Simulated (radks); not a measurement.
Values are calculated unless marked as measured or tabulated.
Species: the vanadium ion V+. Configuration: [Ar] 3d4. Code: a radial shooting solver on a logarithmic mesh with Libxc functionals. Model: Dirac Kohn-Sham, PBE, spin-unpolarised, spherical densities, point nucleus; open shells fill j = l - 1/2 first.

Radial electron density D(r) = 4 pi r^2 rho(r):

| r (bohr) | D(r) (e/bohr) |
|---|---|
| 0.003179 | 0.9748 |
| 0.004107 | 1.547 |
| 0.005263 | 2.392 |
| 0.006798 | 3.693 |
| 0.008781 | 5.584 |
| 0.01125 | 8.128 |
| 0.01454 | 11.58 |
| 0.01863 | 15.67 |
| 0.02406 | 20.26 |
| 0.03083 | 24.34 |
| 0.03983 | 27.04 |
| 0.05104 | 27.24 |
| 0.06593 | 24.93 |
| 0.08517 | 21.79 |
| 0.1091 | 20.82 |
| 0.141 | 23.71 |
| 0.1807 | 28.25 |
| 0.2334 | 29.30 |
| 0.2991 | 23.62 |
| 0.3863 | 14.44 |
| 0.495 | 9.375 |
| 0.6395 | 10.20 |
| 0.826 | 11.88 |
| 1.059 | 10.04 |
| 1.367 | 5.927 |
| 1.752 | 2.738 |
| 2.263 | 1.094 |
| 2.9 | 0.4447 |
| 3.747 | 0.1589 |
| 4.801 | 0.04430 |
| 6.202 | 0.007351 |

D(r) has 3 maxima, at r = 0.0460, 0.215, 0.833 bohr, and minima at 0.103, 0.532 bohr, inside which lie 2.13, 10.51 electrons.
